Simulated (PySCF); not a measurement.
Compound: C4H10O2S.
Z-matrix (Å and degrees, PBE0-D3(BJ)/def2-SVP geometry), rows numbered from 1:
```
C 
C   1  1.5123
S   2  1.8398  1  112.73
O   3  1.5112  2  106.76  1   -32.19
C   3  1.8512  2   99.12  1    79.33
O   5  1.3725  3  116.96  2   -52.82
C   6  1.4134  5  114.76  3   -79.29
H   1  1.1002  2  110.36  3   162.22
H   1  1.1008  2  109.03  3    43.08
H   1  1.0968  2  111.27  3   -76.69
H   2  1.1015  1  111.28  3  -115.18
H   2  1.1015  1  114.28  3   122.74
H   5  1.1082  3  102.76  2  -176.96
H   5  1.1029  3  105.24  2    68.96
H   7  1.0996  6  111.51  5    60.13
H   7  1.1062  6  110.53  5   -61.20
H   7  1.0979  6  106.88  5  -179.32
```

Computed with PySCF at wB97X-D/def2-SVPD, non-relativistic, on one gas-phase PBE0-D3(BJ)/def2-SVP geometry that isn't relaxed in the solvent. The solvent is an IEF-PCM continuum (van der Waals radii × 1.2), and excitations are vertical TDDFT with non-equilibrium linear response and a frozen core. Specific hydrogen bonds and non-electrostatic terms are outside this model.

Gas-phase singlets (H = HOMO, L = LUMO):

| state | E (eV) | λ (nm) | f | leading configurations |
| --- | --- | --- | --- | --- |
| S1 | 5.641 | 220 | 0.007 | H→L 37%, H→L+1 37%, H→L+5 8% |
| S2 | 6.089 | 204 | 0.050 | H→L+2 58%, H→L+4 13%, H→L+1 8% |
| S3 | 6.527 | 190 | 0.068 | H→L 45%, H→L+1 40% |
| S4 | 6.611 | 188 | 0.009 | H-1→L 34%, H-1→L+1 34%, H-1→L+5 9% |
| S5 | 6.902 | 180 | 0.024 | H→L+3 47%, H→L+6 14% |

How does the list change in benzene (ε = 2.271)?

| state | E (eV) | λ (nm) | f | leading configurations | change by rank (eV) |
| --- | --- | --- | --- | --- | --- |
| S1 | 5.671 | 219 | 0.009 | H→L 67%, H→L+1 12%, H→L+5 8% | +0.030 |
| S2 | 6.154 | 201 | 0.072 | H→L+2 63%, H→L+4 13%, H→L+1 9% | +0.065 |
| S3 | 6.635 | 187 | 0.075 | H→L+1 46%, H-1→L 17%, H→L 15% | +0.108 |
| S4 | 6.660 | 186 | 0.030 | H-1→L 47%, H→L+1 19% | +0.049 |
| S5 | 7.016 | 177 | 0.029 | H→L+3 54%, H→L+6 13% | +0.114 |

Give the list for chloroform (ε = 4.711), n² = 2.09.

```tsv
state	E (eV)	λ (nm)	f	leading configurations	change by rank (eV)
S1	5.696	218	0.007	H→L 73%, H→L+5 8%	+0.055
S2	6.219	199	0.072	H→L+2 56%, H→L+1 18%, H→L+4 13%	+0.130
S3	6.681	186	0.016	H-1→L 67%, H-1→L+5 9%	+0.154
S4	6.733	184	0.090	H→L+1 61%, H→L+2 14%, H→L 10%	+0.122
S5	7.096	175	0.026	H→L+3 56%, H→L+6 13%	+0.194
```

The ground-state energy changes by -0.267 eV from gas to chloroform. By how much does the total energy of gas-phase S2 change?

E(S2) = E(S0) + excitation energy, so it changes by -0.267 + 0.130 = -0.137 eV: it is lowered less than the ground state, which is what a blue shift means. This is the vertical state, with the slow part of the continuum still set for S0.

How do the frontier levels move from gas to chloroform?

```
orbital  gas (eV)  solvent (eV)  change (eV)                 Löwdin shares, gas              Löwdin shares, solvent
 LUMO+2      2.30          2.40        +0.10   S3 58 %, O4 6 %, H13 5 %, C5 4 %    S3 64 %, O4 6 %, H11 5 %, C2 4 %
 LUMO+1      2.13          2.30        +0.17   S3 63 %, H14 8 %, O4 6 %, C5 5 %   S3 67 %, H14 6 %, H13 5 %, C5 5 %
   LUMO      2.02          2.00        -0.02    S3 28 %, C5 9 %, C2 9 %, C1 8 %    S3 41 %, O4 12 %, C2 7 %, C5 7 %
   HOMO     -8.32         -8.40        -0.08  O4 43 %, S3 27 %, O6 12 %, C5 7 %   O4 40 %, S3 27 %, O6 14 %, C5 7 %
 HOMO-1     -9.34         -9.42        -0.08  O4 50 %, S3 13 %, C2 11 %, O6 9 %  O4 46 %, S3 14 %, C2 12 %, O6 11 %
 HOMO-2    -10.80        -10.78        +0.02   O6 38 %, O4 24 %, C7 8 %, C5 7 %    O6 36 %, O4 26 %, C7 9 %, C5 8 %
 HOMO-3    -11.70        -11.63        +0.07   O6 39 %, C7 12 %, O4 9 %, C5 8 %   O6 36 %, C7 12 %, C5 9 %, H15 7 %
```

The HOMO–LUMO gap goes from 10.33 to 10.40 eV. Rows go by rank; for LUMO and LUMO+1 the atom shares or the degeneracy differ between the runs, so the row needn't follow one orbital.

The pairwise dispersion term of wB97X-D wasn't added to the energies; at a given geometry it leaves orbitals and properties as they are.
